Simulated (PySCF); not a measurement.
Working out the ionisation energy of Pt⁺

Pt⁺ [Xe] 4f14 5d9 (2D) → Pt²⁺ [Xe] 4f14 5d8 (3F). All numbers are calculated (PySCF 2.14, a scalar-relativistic core potential, in cc-pVDZ-PP with ECP60MDF). Frozen: 5s2 5p6. Energies in hartree (1 hartree = 27.21139 eV):

```tsv
part	Pt⁺ (lower)	Pt²⁺ (upper)
UHF	-118.234179	-117.614067
MP2 opposite-spin	-0.131808	-0.095187
MP2 same-spin	-0.071206	-0.054756
```

Question: What does Hartree-Fock give?

Answer: (-117.614067) − (-118.234179) = 0.620112 hartree = 16.874 eV.

Question: What do MP2 and SCS-MP2 (6/5 opposite-spin, 1/3 same-spin) give?

Answer: The opposite-spin parts differ by 0.997 eV and the same-spin parts by 0.448 eV. MP2: 16.874 + (0.997) + (0.448) = 18.319 eV. SCS-MP2: 16.874 + 1.2 × (0.997) + (0.448)/3 = 18.220 eV.

Reference: 18.56 ± 0.12 eV (measured; NIST Atomic Spectra Database, ionization energies), between the lowest levels; spin-orbit coupling is absent from the calculation.

A double-zeta basis recovers only part of the correlation energy.

What remains against the reference includes basis incompleteness, the frozen core and correlation beyond second order.
